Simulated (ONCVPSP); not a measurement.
Plane-wave convergence, ONCV potential for oxygen (O)

ONCVPSP 4.0.1 input, shortened (lines: element, Z, core and valence counts, functional; n l f; lmax; l rc ep ncon nbas qcut; lloc lpopt rc5 dvloc0; l nproj debl; icmod fcfact rcfact), LDA (Perdew-Wang 92), scalar-relativistic:

```
  O 8.00    1    2  -001012      upf
    1    0    2.00
    2    0    2.00
    2    1    3.00
    2
    0    0.90    0.00    4    8    7.30
    1    1.55    0.00    4    7    7.70
    2    1.70    0.17    4    8    6.00
    0    5    0.90    0.00
    0    0    2.00
    1    2    3.40
    2    2    0.50
    0    0.00    0.00
```

Problem. For each optimised wave give the share of its norm inside rc, the residual kinetic energy above qcut (Ha) and the cutoffs (Ha) for errors of 10, 1, 0.1 and 0.01 mHa per electron.

Solution.

```csv
wave,norm inside rc,residual KE,10 mHa,1 mHa,0.1 mHa,0.01 mHa
2s,0.391,4.2e-03,21.8,88.2,203.9,238.1
2p,0.807,8.0e-05,20.0,25.0,29.7,60.1
p projector 2,0.153,8.2e-04,23.0,29.2,69.1,85.2
d projector 1,0.076,1.3e-05,4.3,9.4,14.2,19.5
d projector 2,0.114,3.7e-05,6.3,11.7,16.3,21.1
```

The occupied waves need 88 Ha and 204 Ha for 1 and 0.1 mHa. Its largest configuration-test error is +857 meV.
